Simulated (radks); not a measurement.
Results of a calculation; reference values are marked as such.
Spin polarisation of the 2p3 shell in O+. Start: [He] 2s2 2p(up 1.5, down 1.5); electrons of 2p are moved from spin down to spin up, other shells keep equal spins. Level of theory: non-relativistic Kohn-Sham, TPSS, spin-polarised, spherical densities, point nucleus; meta-GGA in the generalised Kohn-Sham scheme (a radial shooting solver on a logarithmic mesh with Libxc functionals).

moment (Bohr magnetons)  E - E(0) (eV)  e(2p up) (eV)  e(2p down) (eV)  2s down minus up (eV)
0                                0.000        -24.502          -24.502                 0.000
0.75                            -0.298        -25.231          -23.639                  1.572
1.5                             -1.197        -25.833          -22.625                  3.170
2.25                            -2.711        -26.307          -21.433                  4.825

At moment 2.25 the spin-polarisation energy is -2.711 eV and the 2p exchange splitting 4.875 eV, that is 2.166 eV per Bohr magneton; E = -I m^2/4 would give I = 2.142 eV.
